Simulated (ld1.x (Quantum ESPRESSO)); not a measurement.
# Varying the TM potential for lithium (Li)

Base potential:

```
Element                 : lithium (Li)
Generator               : ld1.x (Quantum ESPRESSO) 7.5
Type                    : norm-conserving Troullier–Martins (Kleinman–Bylander form)
Functional              : PBE
Relativity              : scalar-relativistic
Frozen core             : [He]
Valence charge          : 1
Reference configuration : 2s1 2p0
Partial waves           : 2p (bound, empty): rc 4.20 bohr; 3d channel at 0.35 Ry: rc 3.30 bohr; 2s (bound): rc 2.15 bohr
Local potential         : the s channel
Core correction         : Bessel-smoothed model core inside 1.45 bohr
```

All-electron outer shells of the reference configuration (PBE, scalar-relativistic, ld1.x):

```json
{"shell": "1s", "level (eV)": "-51.85", "outermost node (bohr)": "–", "outermost maximum (bohr)": "0.36"}
{"shell": "2s", "level (eV)": "-2.87", "outermost node (bohr)": "0.83", "outermost maximum (bohr)": "3.12"}
{"shell": "2p", "level (eV)": "-1.09", "outermost node (bohr)": "–", "outermost maximum (bohr)": "3.81"}
```

Cutoffs, loose and tight: the cutoffs (Ry, on a coarse ladder) from which the occupation-weighted sum of valence levels, in a spherical-Bessel basis at the reference potential, stays within 10 and 1 mRy of its value at 400 Ry. They do not see the model core or the augmentation charge, which bear on the density cutoff. Test errors are all-electron minus pseudo excitation energies from the reference, over the configurations 2s0.5 2p0; 2s0 2p1. A dash means not determined; rows that change the core or the reference have their own tests.

| change | outcome | cutoff, loose | cutoff, tight | bound ghosts | largest test error (meV) |
| --- | --- | --- | --- | --- | --- |
| base | generated | 6 Ry | 6 Ry | none | -6.9 |
| wave 2p (bound): rc 4.20 bohr becomes 2p (bound): rc 2.84 bohr | generated | 6 Ry | 6 Ry | none | +2.4 |
| wave 2p (bound): rc 4.20 bohr becomes 2p (bound): rc 3.04 bohr | generated | 6 Ry | 6 Ry | none | +2.0 |
| wave 2p (bound): rc 4.20 bohr becomes 2p (bound): rc 4.00 bohr | generated | 6 Ry | 6 Ry | none | -4.9 |
| wave 2p (bound): rc 4.20 bohr becomes 2p (bound): rc 5.04 bohr | generated | 6 Ry | 6 Ry | none | -16 |
| wave 2p (bound): rc 4.20 bohr becomes 2p (bound): rc 5.48 bohr | generated | 6 Ry | 6 Ry | none | -19 |
| wave 2p (bound): rc 4.20 bohr becomes 2p (bound): rc 5.98 bohr | generated | 6 Ry | 6 Ry | none | -22 |
| wave 2p (bound): rc 4.20 bohr becomes 2p (bound): rc 6.36 bohr | generated | 6 Ry | 6 Ry | none | -24 |

What comes out with this change to the base: wave 2p (bound): rc 4.20 bohr becomes 2p (bound): rc 3.60 bohr?

outcome: generated; cutoff, loose: 6 Ry; cutoff, tight: 6 Ry; bound ghosts: none; largest test error (meV): -1.5.

What comes out with this change to the base: wave 2p (bound): rc 4.20 bohr becomes 2p (bound): rc 4.66 bohr?

outcome: generated; cutoff, loose: 6 Ry; cutoff, tight: 6 Ry; bound ghosts: none; largest test error (meV): -12.

What comes out with this change to the base: wave 2p (bound): rc 4.20 bohr becomes 2p (bound): rc 4.42 bohr?

outcome: generated; cutoff, loose: 6 Ry; cutoff, tight: 6 Ry; bound ghosts: none; largest test error (meV): -9.1.

Reading the sweep of the p radius (base included, trends over the rows without a ghost): The loose cutoff stays near 6 Ry. The median size of the test errors (rows with all tests solved) is not monotonic: lowest 1.2 meV at 3.6 bohr, highest 12.6 meV at 6.36 bohr.
